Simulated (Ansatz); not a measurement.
Single points on the cluster B₁₄.

```yaml
crystal:
  periodic: [false, false, false]
  atoms:
    - {symbol: B, position_ang: [0.913719, -1.955512, -0.183040]}
    - {symbol: B, position_ang: [-1.764247, -2.816752, -0.408593]}
    - {symbol: B, position_ang: [-0.783169, -1.411221, -0.200250]}
    - {symbol: B, position_ang: [2.109711, -0.934784, -0.007865]}
    - {symbol: B, position_ang: [0.520272, 1.527789, 0.200983]}
    - {symbol: B, position_ang: [-1.286143, 1.441554, 0.101697]}
    - {symbol: B, position_ang: [-2.526260, -1.449459, -0.290283]}
    - {symbol: B, position_ang: [2.101220, 2.231628, 0.360763]}
    - {symbol: B, position_ang: [-0.243940, -3.055202, -0.363272]}
    - {symbol: B, position_ang: [2.062797, 0.636119, 0.173339]}
    - {symbol: B, position_ang: [0.903457, 3.197670, 0.415327]}
    - {symbol: B, position_ang: [-0.621521, 2.844553, 0.299240]}
    - {symbol: B, position_ang: [0.545301, -0.241807, -0.001196]}
    - {symbol: B, position_ang: [-1.931196, -0.014586, -0.096868]}
basis:
  gaussian: {orbitals: STO-3G}
magnetization: {spin_polarized: true, initial_magnetization: 2}
hamiltonian: {xc: hf}
scf: {omitted_lower_state_checks: [starts]}
output: {orbitals: {seedname: orbitals}}
```

The file start.molden holds the orbitals of an earlier run on this structure, at another level or in another basis.

```sh
$ ansatz run in.yaml --threads 4 --pin off --events-out ev --progress --plain --max-ram 6963MiB
```

It prints (some lines left out):

```
Functional definition: HF
942 factors; integrals over basis functions are off by at most 1.7e-4 eV
mean field evaluation 1: about -9259.5748 eV, gradient 2.5e1 eV
mean field evaluation 2: about -9259.7756 eV, gradient 2.5e1 eV
mean field evaluation 4: about -9267.5865 eV, gradient 7.5e0 eV
mean field evaluation 8: about -9268.3223 eV, gradient 5.7e-1 eV
mean field evaluation 16: about -9268.3811 eV, gradient 6.8e-2 eV
mean field evaluation 32: about -9268.3853 eV, gradient 1.6e-3 eV
mean field -9268.38527381 eV, -340.6068764755 hartree, gradient 7.3e-6 eV, S^2 2.456054; 0 other end points of the search recorded, 0 dependent functions left out
reference -9268.38527381 eV, -340.6068764755 hartree; 36, 34 occupied and 34, 36 virtual orbitals, 942 factors
Total energy: -9268.38527381 eV, -340.6068764755 hartree
Checks for a lower state left out: starts
```

It took 1.9 s on 4 threads of Arm Neoverse V1 on a shared host.

The first input with `gaussian: {orbitals: def2-TZVP, initial_orbitals: start.molden}`, `hamiltonian: {xc: pbe0, dispersion: d4}` (abridged; 54 s):

```
Functional definition: PBE0
mean field -9448.33437417 eV, -347.2198839395 hartree, gradient 2.3e-5 eV, S^2 2.041663
Total energy: -9448.90638391 eV, -347.2409049099 hartree
Checks for a lower state left out: starts
```

First input, but with `gaussian: {orbitals: def2-TZVP, initial_orbitals: start.molden}`, `hamiltonian: {xc: r2scan, dispersion: d4}` (abridged; 39 s):

```
Functional definition: r2SCAN
mean field -9455.91875804 eV, -347.4986049060 hartree, gradient 2.6e-5 eV, S^2 2.047304
Total energy: -9456.08309776 eV, -347.5046442792 hartree
Checks for a lower state left out: starts
```

As the first input, with `gaussian: {orbitals: def2-TZVP, initial_orbitals: start.molden}`, `hamiltonian: {xc: {name: PBE-QIDH}}` and without the key `output` (abridged; 79 s):

```
Functional definition: PBE-QIDH
mean field -9431.59237979 eV, -346.6046269944 hartree, gradient 2.6e-6 eV, S^2 2.134146
14 core orbitals not correlated: weight in the atoms' cores, before any rotation towards them, 1.000 or more for the frozen orbitals, at most 0.000 for the correlated occupied ones
second order -42.35133926 eV of doubles, -0.00000000 eV of singles
Total energy: -9445.70950868 eV, -347.1234219121 hartree
Checks for a lower state left out: starts
```

First input, but with `gaussian: {orbitals: def2-TZVP, initial_orbitals: start.molden}`, `hamiltonian: {xc: pbe, dispersion: d4}` (abridged; 21 s):

```
Functional definition: PBE
mean field -9447.08006151 eV, -347.1737887997 hartree, gradient 1.7e-5 eV, S^2 2.016204
Total energy: -9447.74314916 eV, -347.1981568212 hartree
Checks for a lower state left out: starts
```

As the first input, with `gaussian: {orbitals: def2-TZVP, initial_orbitals: start.molden}` (abridged; 4.1 min):

```
Functional definition: HF
mean field -9394.65916088 eV, -345.2473562338 hartree, gradient 6.1e-6 eV, S^2 2.310249
Total energy: -9394.65916088 eV, -345.2473562338 hartree
Checks for a lower state left out: starts
```

Geometry: PBE0-D4/def2-SVP.

Correlated methods freeze 14 core orbitals. At HF/STO-3G, PBE-QIDH/def2-TZVP, HF/def2-TZVP the charge 0 triplet is spin-contaminated (final ⟨S²⟩ up to 2.46, 2.00 for a pure state). The structure comes from a short search, and lower isomers may exist.
